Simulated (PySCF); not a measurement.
Compound: C6H6O3.
Numbering: `[CH3:1][O:2][C:3](=[O:4])[c:5]1[cH:6][cH:7][o:8][cH:9]1` (hydrogens: H10, H11, H12 on C1; H13 on C6; H14 on C7; H15 on C9)

Method used: PySCF, TDDFT CAM-B3LYP/def2-SVPD, vertical, gas phase, core orbitals frozen in the response. One conformer (not necessarily the lowest) at the GFN2-xTB geometry, without solvent, vibrations or thermal averaging. Torsions of this conformer, `[CH3:1][O:2][C:3](=[O:4])[c:5]1[cH:6][cH:7][o:8][cH:9]1`: C1–O2–C3–O4 0°, O2–C3–C5–C6 0°.

Computed states:

```json
{"state": "S1", "E (eV)": "5.47", "f": "0.0001"}
{"state": "S2", "E (eV)": "5.62", "f": "0.082"}
{"state": "S3", "E (eV)": "6.54", "f": "0.010"}
{"state": "S4", "E (eV)": "6.83", "f": "0.0026"}
{"state": "S5", "E (eV)": "6.99", "f": "0.614"}
{"state": "S6", "E (eV)": "7.46", "f": "0.066"}
{"state": "S7", "E (eV)": "7.62", "f": "0.018"}
{"state": "S8", "E (eV)": "7.78", "f": "0.016"}
```

Each state is given a Gaussian of 0.5 eV full width at half maximum, with ε(max) = 2.175×10⁸ f / Δν̃ (Δν̃ the width in cm⁻¹). The cross-section is σ = 3.8235×10⁻²¹ ε cm², given in Mb (10⁻¹⁸ cm²). The width is an assumption, not a result. The curve ends short of the highest state used, and states not computed would add to its high-energy end.

Question: What does the envelope look like, and where are its maxima?

Answer: 
```json
{"λ (nm)": "172.7", "σ (Mb)": "91.05"}
{"λ (nm)": "176.6", "σ (Mb)": "127.33"}
{"λ (nm)": "180.5", "σ (Mb)": "109.32"}
{"λ (nm)": "184.4", "σ (Mb)": "59.95"}
{"λ (nm)": "188.3", "σ (Mb)": "22.97"}
{"λ (nm)": "192.2", "σ (Mb)": "7.18"}
{"λ (nm)": "196.1", "σ (Mb)": "2.29"}
{"λ (nm)": "200.0", "σ (Mb)": "1.13"}
{"λ (nm)": "203.9", "σ (Mb)": "1.80"}
{"λ (nm)": "207.8", "σ (Mb)": "4.47"}
{"λ (nm)": "211.7", "σ (Mb)": "9.04"}
{"λ (nm)": "215.6", "σ (Mb)": "13.98"}
{"λ (nm)": "219.5", "σ (Mb)": "16.82"}
{"λ (nm)": "223.4", "σ (Mb)": "16.16"}
{"λ (nm)": "227.3", "σ (Mb)": "12.67"}
{"λ (nm)": "231.2", "σ (Mb)": "8.27"}
{"λ (nm)": "235.1", "σ (Mb)": "4.58"}
{"λ (nm)": "239.0", "σ (Mb)": "2.19"}
{"λ (nm)": "242.9", "σ (Mb)": "0.92"}
{"λ (nm)": "246.8", "σ (Mb)": "0.34"}
{"λ (nm)": "250.7", "σ (Mb)": "0.11"}
{"λ (nm)": "254.6", "σ (Mb)": "0.03"}
{"λ (nm)": "258.5", "σ (Mb)": "0.01"}
{"λ (nm)": "262.4", "σ (Mb)": "0.00"}
```

Maxima: 221 nm (5.62 eV), ε about 4400, made up of S2 (100%); 177 nm (6.99 eV), ε about 34000, made up of S5 (99%) (ε in L mol⁻¹ cm⁻¹; maxima over ε = 5, shares over 10%).

Question: Coming from long wavelengths, where does ε first pass 100 L mol⁻¹ cm⁻¹?

Answer: At about 246 nm (5.03 eV), 0.44 eV below S1.

Question: What would ε be at 6.99 eV, the highest of these maxima, with half the width (0.25 eV)?

Answer: About 66300 L mol⁻¹ cm⁻¹ against 33600, a factor of about 1.97; a lone state at its own centre would give exactly 2.

Question: On this curve, what absorbance would a 10⁻³ mol/L sample give at 193 nm over a 1 cm path?

Answer: 193 nm is 6.424 eV, where ε is about 1500 L mol⁻¹ cm⁻¹, so A = ε c l ≈ 1.5 (Beer–Lambert, with the gas-phase spectrum and the assumed width).
